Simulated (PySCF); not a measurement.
## From computed data to an observable: oscillator strength and radiative lifetime

Ge(OH)3(PH2) (GeH₅O₃P), SMILES [OH][Ge]([OH])([OH])[PH2].

Geometry optimised at B3LYP-D3(BJ)/def2-SVP. This is a generated structure with no PubChem entry under its InChIKey; it may be hypothetical. One conformer was computed; it need not be the lowest.

PySCF with TDA-PBE/def2-SVPD puts the first singlet state with f over 0.02 at 5.57 eV (vertical), with the transition dipole (0.800, 0.013, -0.388) in atomic units.

**Question.** Find the oscillator strength, the wavelength and the radiative lifetime that this transition would have in vacuum if emission retraced absorption.

**Answer.** 
|μ|² = 0.7907 au, so |μ| = 2.26 D. ΔE = 5.57/27.211 = 0.2047 hartree. f = (2/3) ΔE |μ|² = 0.108 (the program prints 0.108).
λ = 1239.84/5.57 = 223 nm; ν = 44925 cm⁻¹.
Einstein's coefficient A = 0.6670 ν² f s⁻¹ (ν in cm⁻¹) = 1.5e8 s⁻¹, so τ = 1/A = 6.9 ns. This state is S1. The figure is the radiative limit of this one transition; relaxation, internal conversion, crossing to triplets and a medium change what is measured.
